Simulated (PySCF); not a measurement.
# Correlation energy of Mo³⁺ (molybdenum, charge +3)

[Kr] 4d3, high-spin 4F determinant. Calculation: PySCF 2.14, in x2c-TZVPPall; scalar relativity by spin-free X2C-1e. Frozen: [Kr]; 3 electrons correlated.

```csv
level,correlation energy (mhartree)
CCSD,-18.12
(T),-0.06
CCSD(T),-18.18
```

Diagnostics: T1 = 0.00054, D1 = 0.0008, largest double amplitude 0.021.

Cost of the coupled-cluster step: roughly 2.5 core-seconds, for 3 correlated electrons.
